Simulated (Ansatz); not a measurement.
Molecule: CH4BO2, net charge 0, doublet state. It need not be the lowest isomer of its formula. SMILES: [CH2]B(O)O
Geometry from a B3LYP-D3(BJ)/def2-TZVP (Ansatz, a first-principles code) optimisation:
```xyz
8

B     -0.0430     0.0028     0.0042
C      1.4937    -0.0976    -0.1459
O     -0.7870     0.9563    -0.6403
O     -0.7654    -0.8549     0.7920
H      2.0913    -0.8488     0.3601
H      2.0743     0.5767    -0.7671
H     -0.2648     1.5478    -1.1872
H     -0.2282    -1.5156     1.2353
```
Charge 0, spin multiplicity 2.

Quantity: atomisation energy (electronic, to ground-state atoms), in kcal/mol. Correlated levels leave the core frozen unless marked. UHF or UKS for open shells. Spin-orbit coupling is left out. No relativistic terms. The coupled-cluster limit lacks core correlation, which all-electron functionals hold. Basis-set limits of correlation are two-point, X^-3; Hartree-Fock from the larger set. The bracket is a focal-point correction in the basis named.

```tsv
level	program	atomisation energy (kcal/mol)	minus last row
PBE0-D3(BJ)/def2-TZVP	Ansatz + dftd3	784.8	0.6
BHLYP-D3(BJ)/def2-TZVPD	Ansatz + dftd3	758.4	-25.8
HSE06-D4/def2-TZVPD	Ansatz + dftd4	786.1	1.9
CAM-B3LYP/def2-TZVPD	Ansatz	787.5	3.3
LC-wPBE-D4/def2-TZVPD	Ansatz + dftd4	788.1	3.9
wB97M-V/def2-TZVPD	Ansatz	785.9	1.7
RPA@PBE/cc-pVQZ	Ansatz	737.4	-46.8
RI-MP2/aug-cc-pVQZ	Ansatz	798.0	13.8
RI-MP2/CBS(aug-cc-pVTZ,aug-cc-pVQZ)	Ansatz	804.7	20.5
RI-MP2/CBS(aug-cc-pVTZ,aug-cc-pVQZ)+[CCSD(T)-MP2]/aug-cc-pVTZ	Ansatz	784.2	0.0
```
